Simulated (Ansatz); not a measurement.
`[NH2][SnH]([F])[Cl]` → H–F + `[NH2][Sn][Cl]` at 600 K and 1 bar (stannylene formation by 1,1-elimination).

Gas-phase electronic energies from Ansatz, PBE0-D4/def2-TZVP geometries. CCSD(T)/CBS adds triple-zeta CCSD(T) − MP2 to the extrapolated MP2 energy (def2 sets, frozen cores). This one scheme is used for every species. def2 core potentials past Kr. For Sn outer-core shells are correlated without core-valence functions, which leaves a few kJ/mol of doubt a bond. Each species was taken in one conformer, which may not be the lowest.

| species | CCSD(T)/CBS energy (Eh) | H − E (kJ/mol) | S (J/(mol·K)) |
| --- | --- | --- | --- |
| `[NH2][SnH]([F])[Cl]` | -830.19021 | 146.1 | 426.9 |
| H–F | -100.39570 | 42.3 | 194.0 |
| `[NH2][Sn][Cl]` | -729.78832 | 105.9 | 362.1 |

H − E and S are ideal-gas, rigid-rotor, harmonic terms from PBE0-D4/def2-TZVP, for one conformer and one mirror image of each species. 1 Eh = 2625.50 kJ/mol, R = 8.31446 J/(mol·K).

Q: By hand: ΔE, ΔH, ΔS and ΔG.

A: ΔE = (-100.39570) + (-729.78832) − (-830.19021) = 0.00619 Eh = 16.3 kJ/mol. Δ(H − E) = 42.3 + 105.9 − 146.1 = 2.1, so ΔH = 18.4 kJ/mol. ΔS = 194.0 + 362.1 − 426.9 = 129.2 J/(mol·K). ΔG = 18.4 − 600 × (129.2)/1000 = -59.1 kJ/mol.

Q: By hand: the equilibrium constant, and the temperature at which ΔG would vanish if ΔH and ΔS stayed fixed.

A: log₁₀ K = −ΔG/(RT ln 10) = 5.1. ΔG = 0 at ΔH/ΔS = 142 K.

The number of gas molecules changes by +1, which sets the sign of ΔS. A doubt of 5 kJ/mol in ΔE shifts log₁₀ K by 0.4 here. Other conformers and mirror images would add mixing entropy, several J/(mol·K) or more a flexible species. These are equilibria of isolated gas molecules and say nothing of rates. Largest T1 diagnostic: 0.016 (customary marks: 0.02 for closed shells, 0.045 for open ones).
